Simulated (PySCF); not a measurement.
## TeH at PBE0

Computed with PBE0; PySCF, scalar-relativistic core potentials, basis sets Te cc-pVTZ-PP with ECP28, H cc-pVTZ.

```
state                                           : ²Π (doublet), unpaired electrons π ↑
bond length                                     : 1.662 Å
harmonic wavenumber                             : 2150 cm⁻¹
force constant                                  : 2.72 mdyn/Å
rotational constant Be                          : 6.099 cm⁻¹
anharmonicity ωexe                              : 31.3 cm⁻¹
vibration–rotation constant αe                  : 0.145 cm⁻¹
well depth De to Te + H                         : 281 kJ/mol
dissociation energy D0                          : 268 kJ/mol
bond order (Mayer)                              : 1.01
dipole moment (positive dipole means Te(−)H(+)) : 0.17 D
```

These are scalar-relativistic numbers at best; spin–orbit coupling would shift them, the dissociation energy most. The state was picked by a PBE0 search and need not be the measured ground state.
